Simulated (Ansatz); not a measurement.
diantimony (Sb₂), singlet, geometry from GFN2-xTB (core potentials on Sb); CASSCF(4,5)/def2-SVP (Ansatz, a quantum-chemistry and plane-wave program).

Input for Ansatz:
Ansatz 0.2 input:
```yaml
crystal:
  periodic: [false, false, false]
  atoms:
    - {symbol: Sb, position_ang: [-0.00000000, -0.00000000, -1.26715205]}
    - {symbol: Sb, position_ang: [0.00000000, 0.00000000, 1.26715205]}
basis:
  gaussian:
    orbitals: def2-SVP
hamiltonian:
  xc: hf
magnetization: {spin_polarized: false}
correlation: {active_space: {window: {electrons: 4, orbitals: 5}}}
```

What the program printed (banner, timings and long lists left out):

```
Functional definition: HF
670 factors; integrals over basis functions are off by at most 1.9e-4 eV
mean field evaluation 1: about -13021.0965 eV, gradient 4.1e0 eV
mean field evaluation 2: about -13021.1986 eV, gradient 4.6e0 eV
mean field evaluation 4: about -13021.3522 eV, gradient 4.4e-1 eV
mean field evaluation 8: about -13021.3542 eV, gradient 1.4e-3 eV
mean field -13021.35422245 eV, -478.5259414841 hartree, gradient 2.2e-6 eV, S^2 0.000000; 0 other end points of the search recorded, 0 dependent functions left out
reference -13021.35422245 eV, -478.5259414841 hartree; 23, 23 occupied and 29, 29 virtual orbitals, 670 factors
state -13023.05805182 eV, -478.5885560585 hartree
Total energy: -13023.05805182 eV, -478.5885560585 hartree
```
